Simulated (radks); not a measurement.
Problem. Pm16+, configuration [Kr] 4d9. Method: non-relativistic Kohn-Sham, TPSS, spin-polarised, spherical densities, point nucleus; open shells are filled with parallel spins first (spin-orbit coupling, left out, can overturn this in heavy ions); meta-GGA in the generalised Kohn-Sham scheme; relativity is left out, which matters for an element this heavy; computed with a radial shooting solver on a logarithmic mesh with Libxc functionals. Some entries of the table are withheld. Estimate them.

| orbital | occ. | eigenvalue (eV) | <1/r> (bohr^-1) | <r> (bohr) |
|---|---|---|---|---|
| 1s down | 1 | -42961.02 | 60.48 | 0.02487 |
| 1s up | 1 | -42961.02 | 60.48 | 0.02487 |
| 2s up | 1 | -7060.245 | 14.01 | 0.1062 |
| 2s down | 1 | -7059.645 | 14.01 | 0.1062 |
| 2p up | 3 | -6713.304 | 14.03 | 0.09018 |
| 2p down | 3 | -6712.858 | 14.03 | 0.09018 |
| 3s up | 1 | -1814.515 | 5.258 | 0.2753 |
| 3s down | 1 | -1814.326 | 5.259 | 0.2752 |
| 3p up | 3 | -1662.628 | 5.190 | 0.2651 |
| 3p down | 3 | -1662.364 | 5.190 | 0.2651 |
| 3d up | 5 | -1381.068 | 5.076 | 0.2366 |
| 3d down | 5 | -1380.548 | 5.076 | 0.2366 |
| 4s up | 1 | (1) | 2.312 | 0.6037 |
| 4s down | 1 | (2) | 2.311 | 0.6039 |
| 4p up | 3 | -559.3281 | (3) | 0.6140 |
| 4p down | 3 | -557.7270 | (4) | 0.6142 |
| 4d up | 5 | -453.3011 | (5) | 0.6332 |
| 4d down | 4 | -451.7333 | (6) | 0.6337 |

Solution. 
(1) 4s up eigenvalue (eV): -619.0883
(2) 4s down eigenvalue (eV): -617.4756
(3) 4p up <1/r> (bohr^-1): 2.234
(4) 4p down <1/r> (bohr^-1): 2.233
(5) 4d up <1/r> (bohr^-1): 2.076
(6) 4d down <1/r> (bohr^-1): 2.074
